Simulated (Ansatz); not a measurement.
Consider the ligand exchange at the Si–F bond: `O[SiH](O)S[SiH](O)F` + HCl → `O[SiH](O)S[SiH](O)Cl` + H–F.

Isolated molecules relaxed with PBE0-D4/def2-TZVP in Ansatz; ΔE leaves out vibrations. CBS: MP2 limit from def2 TZ/QZ plus the TZ coupled-cluster correction, frozen cores. This one scheme is used for every species. Functionals use def2-TZVPP. B3LYP here is the variant with VWN-RPA as its local correlation; programs differ in this. One conformer a species, not always the lowest.

`O[SiH](O)S[SiH](O)F`:

Cartesian coordinates in Å:
```
O 2.268 -0.571 -1.541
Si 0.773 -0.193 -1.008
O 0.703 1.437 -0.780
S 0.448 -1.256 0.813
Si -1.429 -0.386 1.354
O -1.456 1.214 1.109
F -2.572 -1.086 0.496
H 2.639 -1.425 -1.314
H -0.291 -0.466 -1.988
H 1.465 1.841 -0.355
H -1.693 -0.687 2.769
H -0.855 1.579 0.445
```

HCl:

Cartesian coordinates in Å:
```
Cl -0.081 -0.067 -0.631
H 0.081 0.067 0.631
```

`O[SiH](O)S[SiH](O)Cl`:

```xyz
12

O    -0.551   -2.320    1.862
Si    0.026   -0.945    1.217
O     1.647   -1.080    1.098
S    -0.860   -0.691   -0.736
Si   -0.531    1.373   -1.032
O    -0.847    1.757   -2.579
Cl    1.434    1.846   -0.561
H    -0.173   -3.149    1.564
H    -0.410    0.168    2.082
H     2.092   -0.426    0.553
H    -1.368    2.246   -0.195
H    -0.460    1.220   -3.273
```

H–F:

Z-matrix (Å, degrees):
```
F
H 1 0.920
```

```json
{"level": "PBE-D4", "ΔE (kJ/mol)": "45.0", "difference from CCSD(T)/CBS": "-4.1"}
{"level": "r2SCAN-D4", "ΔE (kJ/mol)": "54.0", "difference from CCSD(T)/CBS": "4.9"}
{"level": "PBE0-D4", "ΔE (kJ/mol)": "44.7", "difference from CCSD(T)/CBS": "-4.4"}
{"level": "B3LYP-D4", "ΔE (kJ/mol)": "53.7", "difference from CCSD(T)/CBS": "4.6"}
{"level": "ωB97X-V", "ΔE (kJ/mol)": "54.2", "difference from CCSD(T)/CBS": "5.1"}
{"level": "ωB97M-V", "ΔE (kJ/mol)": "53.2", "difference from CCSD(T)/CBS": "4.1"}
{"level": "B2PLYP", "ΔE (kJ/mol)": "57.8", "difference from CCSD(T)/CBS": "8.7"}
{"level": "PBE", "ΔE (kJ/mol)": "49.3", "difference from CCSD(T)/CBS": "0.2"}
{"level": "r2SCAN", "ΔE (kJ/mol)": "55.1", "difference from CCSD(T)/CBS": "6.0"}
{"level": "PBE0", "ΔE (kJ/mol)": "48.6", "difference from CCSD(T)/CBS": "-0.5"}
{"level": "B3LYP", "ΔE (kJ/mol)": "60.9", "difference from CCSD(T)/CBS": "11.8"}
{"level": "HF/def2-TZVPP", "ΔE (kJ/mol)": "63.5", "difference from CCSD(T)/CBS": "14.4"}
{"level": "MP2/def2-TZVPP", "ΔE (kJ/mol)": "47.9", "difference from CCSD(T)/CBS": "-1.2"}
{"level": "SCS-MP2/def2-TZVPP", "ΔE (kJ/mol)": "53.5", "difference from CCSD(T)/CBS": "4.4"}
{"level": "CCSD/def2-TZVPP", "ΔE (kJ/mol)": "56.9", "difference from CCSD(T)/CBS": "7.8"}
{"level": "CCSD(T)/def2-TZVPP", "ΔE (kJ/mol)": "54.7", "difference from CCSD(T)/CBS": "5.6"}
{"level": "HF/def2-QZVPP", "ΔE (kJ/mol)": "64.9", "difference from CCSD(T)/CBS": "15.8"}
{"level": "MP2/def2-QZVPP", "ΔE (kJ/mol)": "45.1", "difference from CCSD(T)/CBS": "-4.0"}
{"level": "SCS-MP2/def2-QZVPP", "ΔE (kJ/mol)": "50.8", "difference from CCSD(T)/CBS": "1.7"}
{"level": "HF/CBS(def2)", "ΔE (kJ/mol)": "65.1", "difference from CCSD(T)/CBS": "16.0"}
{"level": "MP2/CBS(def2)", "ΔE (kJ/mol)": "42.3", "difference from CCSD(T)/CBS": "-6.8"}
{"level": "CCSD/CBS(def2)", "ΔE (kJ/mol)": "51.3", "difference from CCSD(T)/CBS": "2.2"}
{"level": "CCSD(T)/CBS", "ΔE (kJ/mol)": "49.1", "difference from CCSD(T)/CBS": "0"}
```

Largest T1 diagnostic among the species: 0.012.

The D4 term adds −7.2 kJ/mol with B3LYP and −3.9 kJ/mol with PBE0; it sums over pairs of atoms, weighted by their polarisabilities, and B3LYP, whose exchange is more repulsive, gets the larger term. In def2-TZVPP, CCSD(T) changes the Hartree–Fock value by −8.8 kJ/mol (the triples alone add −2.2 kJ/mol) and MP2 by −15.6 kJ/mol.
